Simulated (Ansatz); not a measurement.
Ligand exchange: GeH3Cl + SnH2(CH3)(SiH3) → SiH3(GeH3) + SnH2(CH3)Cl

Species: GeH3Cl (chlorogermane) `[Cl][GeH3]`, singlet; SnH2(CH3)(SiH3), singlet; SiH3(GeH3), singlet; SnH2(CH3)Cl, singlet. The partners trade Cl for SiH3: Ge–Cl and Sn–SiH3 bonds give way to Ge–SiH3 and Sn–Cl.

Shapes, held fixed at every level: PBE0-D4/def2-TZVP. Programs: Ansatz 0.2.0. The zero-point and thermal change to 298 K, harmonic and unscaled (PBE0-D4/def2-TZVP), is -0.5 kJ/mol.

```csv
level,kind,ΔH(298 K) (kJ/mol),less CCSD(T)/def2-TZVPP
HF/def2-TZVPP,Hartree–Fock,-20.8,-2.9
B3LYP-D4/def2-TZVPP,global hybrid,-21.1,-3.2
BHLYP-D4/def2-TZVPP,global hybrid,-20.7,-2.8
B2PLYP/def2-TZVPP,double hybrid,-19.9,-2.0
MP2/def2-SVP,perturbation theory,-17.7,+0.2
CCSD/def2-TZVPP,coupled cluster or CI,-18.2,-0.3
CCSD(T)/def2-TZVPP,coupled cluster or CI,-17.9,0.0
```

The highest level, CCSD(T)/def2-TZVPP, gives ΔH(298 K) = -17.9 kJ/mol; the levels span -21.1 to -17.7. The column of differences is taken from that level and isn't an error. No measured value is set beside it here. For atoms past krypton def2 sets carry core potentials with scalar relativity. Relativity is left out for Ge. Outer-core shells of Ge, Sn are correlated in most correlated rows, in sets that cover them unevenly.
